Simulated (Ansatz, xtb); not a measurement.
**Relative energy of two conformers of ClGeH2ISi**

Structure a: `Cl[SiH2][Ge][I]`, a singlet. Structure b: `Cl[SiH2][Ge][I]`, a singlet. Both are isolated molecules in the gas phase, relaxed with BLYP-D3(BJ)/def2-SVP.

a (Å):

```xyz
6

Cl    0.2554    0.2345    3.0206
Ge   -1.8495    1.8399    1.8045
I    -3.8869    0.8590    3.1467
Si   -0.8755   -0.3790    1.2556
H     0.1482   -0.5792    0.1716
H    -1.5133   -1.6969    1.5810
```

b (Å):

| atom | x (Å) | y (Å) | z (Å) |
| --- | --- | --- | --- |
| Cl | -2.3967 | -1.6685 | 0.9123 |
| Ge | 0.3673 | 0.5283 | 2.2318 |
| I | 1.6933 | 2.2039 | 0.7190 |
| Si | -1.0197 | -0.1943 | 0.2667 |
| H | -0.1754 | -0.7910 | -0.8246 |
| H | -1.8014 | 0.9501 | -0.3158 |

Task: Which of the two would you expect CCSD(T)/def2-SVP + ΔMP2/def2-TZVPP electronic energies to favour?

Result: Structure b; the calculation gives E(b) − E(a) = −1.85 kcal/mol.

How the difference moves with the method:

| level | geometry | E(b) − E(a) (kcal/mol) | departure from the last row (kcal/mol) | job, with rough time for the two |
| --- | --- | --- | --- | --- |
| BLYP-D3(BJ)/def2-SVP | BLYP-D3(BJ)/def2-SVP | +0.94 | +2.79 | optimisation, 32 s |
| HF/def2-SVP | BLYP-D3(BJ)/def2-SVP | −4.23 | −2.38 | part of the CCSD(T) run |
| MP2/def2-SVP | BLYP-D3(BJ)/def2-SVP | −1.28 | +0.57 | part of the CCSD(T) run |
| CCSD(T)/def2-SVP | BLYP-D3(BJ)/def2-SVP | −1.52 | +0.33 | single point |
| CCSD(T)/def2-SVP + ΔMP2/def2-TZVPP | BLYP-D3(BJ)/def2-SVP | −1.85 |  | single point, 41 s |

BLYP-D3(BJ)/def2-SVP puts the two in the other order. The largest departure from CCSD(T)/def2-SVP + ΔMP2/def2-TZVPP is that of BLYP-D3(BJ)/def2-SVP, 2.79 kcal/mol. Levels run at GFN2-xTB geometries aren't shown. The last row adds to CCSD(T) the change of the MP2 difference between the two basis sets, here −0.33 kcal/mol.

With harmonic frequencies from BLYP-D3(BJ)/def2-SVP (ideal gas, rigid rotor, one conformer each, 298.15 K, 1 atm): on the last row, ΔE + ΔZPE = −1.80 kcal/mol. A mode under 50 cm⁻¹ makes harmonic enthalpies and free energies unreliable, so none is given.

The correlated steps freeze 23 core orbitals; the filled d shell of Ge and I is correlated, in a basis made for valence electrons. Atoms past krypton carry core potentials in the def2 sets and no spin–orbit term is included. Programs: Ansatz 0.2.0; the last row on 2 threads of Arm Neoverse V2 on a shared host.
